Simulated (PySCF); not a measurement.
BClH, SMILES Cl[BH], multiplicity 2. Geometry: PBE-D3(BJ)/def2-TZVPD. The isomer is the one that the SMILES or the coordinates give; other isomers of the formula were not compared.

Calculation: PySCF with PBE-D3(BJ)/def2-TZVPD.

Harmonic wavenumbers (cm⁻¹): 820, 879, 2570. Rotational constants (GHz): 592.7, 17.78, 17.26; symmetry number 1.

Question: Work out the zero-point energy and the ideal-gas rigid-rotor harmonic-oscillator thermochemistry at 298.15 K and 1 atm.

Answer: ZPE = ½ Σ hcν = ½ × 4269 cm⁻¹ = 6.10 kcal/mol. H − E(el) = 8.56 kcal/mol. Entropy in cal/(mol K): translation 37.48, rotation 18.12, vibration 0.34, spin 1.38, total 57.33. G − E(el) = -8.54 kcal/mol. Cp = 9.10 cal/(mol K).
